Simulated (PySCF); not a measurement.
## Spin states of LiBi⁺

Unrestricted PBE0; Li aug-cc-pVDZ, Bi aug-cc-pVDZ-PP with ECP60; scalar-relativistic core potentials (PySCF 2.14). Outer shells of the fragments: Li+ closed shells only; Bi 5d10 6s2 6p3.

Followed along the bond (rough minima from three points):

| 2Ms+1 | unpaired | ⟨S²⟩ at the start | R at minimum (Å) | Te (eV) |
| --- | --- | --- | --- | --- |
| 4 | σ ↑, π ↑↑ | 3.75 | 3.04 | 0.00 |
| 2 | σ ↓, π ↑↑ | 1.76 | 3.13 | 0.60 |
| 2 | σ ↑, π ↑↓ | 1.76 | 3.08 | 0.64 |
| 2 | σ ↑ | 0.75 | 3.05 | 1.55 |

Solutions found at the starting distance of 2.845 Å, counted from the lowest of them; the search is not exhaustive and high or unbound solutions are not listed, so other states can lie among these:

```tsv
2Ms+1	unpaired	term	E (eV)	⟨S²⟩	⟨Lz²⟩	μ (D)
4	σ ↑, π ↑↑	⁴Σ⁻	0.00	3.75	0.00	-9.36
2	σ ↓, π ↑↑	mixed	0.63	1.76	0.00	-9.30
2	π ↑	²Π	0.63	0.75	1.00	-8.59
2	σ ↑, π ↑↓	mixed	0.65	1.76	2.01	-9.28
2	σ ↑	mixed	1.55	0.75	2.00	-9.11
2	π ↑	²Π	2.55	0.75	1.01	-9.64
4	σ ↑↑, π ↑	⁴Π	4.65	3.75	1.00	-0.41
4	σ ↑, π ↑↑	mixed	5.61	3.75	2.00	-1.28
4	π ↑↑↑	⁴Π	6.20	3.75	1.00	-1.47
4	π ↑↑, δ ↑	⁴Δ	8.96	3.75	4.00	-8.13
```

A term symbol is given only where ⟨S²⟩ and ⟨Lz²⟩ are close to those of a pure state; real π, δ and φ orbitals otherwise mix terms. A positive dipole points towards Bi; it is taken about the centre of mass and depends on that origin.

Spin–orbit coupling is left out, which matters for elements this heavy, above all for dissociation energies. Counting both spins, an empty level lies below a filled one in some of these solutions, because spin and occupation are held.
